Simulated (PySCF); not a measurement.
First SCF of a structure search on triplet OI₂, at a hand-made linear geometry. PySCF input:

```python
from pyscf import gto, scf, dft
mol = gto.M(atom='''
O      0.000000     0.000000     0.000000
I      0.000000     0.000000     1.960000
I      0.000000     0.000000    -1.960000''',
    basis={'O': 'def2-SVP', 'I': 'def2-SVP'},
    ecp={'I': 'def2-SVP'},
    charge=0, spin=2)
mf = dft.UKS(mol, xc='PBE0')
mf.grids.atom_grid = (50, 194)
aux = {'O': 'def2-universal-JKFIT', 'I': 'def2-universal-JKFIT'}
mf = mf.density_fit(auxbasis=aux)
mf.conv_tol = 1e-08
mf.diis_space = 10
mf.max_cycle = 60
mf.init_guess = 'huckel'
mf.verbose = 4
mf.kernel()
```

Excerpt of the output (cycles alone):

```
init E= -670.245517732836
cycle= 1 E= -670.361377349394  delta_E= -0.116  |g|= 0.0978  |ddm|= 0.912
cycle= 2 E= -670.365921219353  delta_E= -0.00454  |g|= 0.0715  |ddm|= 0.283
cycle= 3 E= -670.368079141563  delta_E= -0.00216  |g|= 0.041  |ddm|= 0.114
cycle= 4 E= -670.368848928504  delta_E= -0.00077  |g|= 0.0152  |ddm|= 0.0411
cycle= 5 E= -670.368980697974  delta_E= -0.000132  |g|= 0.00538  |ddm|= 0.0172
cycle= 6 E= -670.369000149326  delta_E= -1.95e-05  |g|= 0.00123  |ddm|= 0.00866
cycle= 7 E= -670.369001215507  delta_E= -1.07e-06  |g|= 0.000455  |ddm|= 0.00218
cycle= 8 E= -670.369001362848  delta_E= -1.47e-07  |g|= 4.62e-05  |ddm|= 0.000732
cycle= 9 E= -670.36900136812  delta_E= -5.27e-09  |g|= 5.64e-06  |ddm|= 0.000182
Extra cycle  E= -670.369001368173  delta_E= -5.37e-11  |g|= 5.77e-06  |ddm|= 1.89e-05
converged SCF energy = -670.369001368173  <S^2> = 2.0074048  2S+1 = 3.0049325
```

No lower solution of this spin was found from smeared starts or by a stability analysis within the unrestricted form.

No spin–orbit coupling is included, which matters more the heavier the element.

The search for the lowest solution, 3 starts and the stability check together, took 7.1 s on 2 threads of a shared Arm Neoverse V2 host, with 66 basis functions; the process peaked at 0.32 GiB. Launch command: `OMP_NUM_THREADS=2 python axn.py task.json out`.
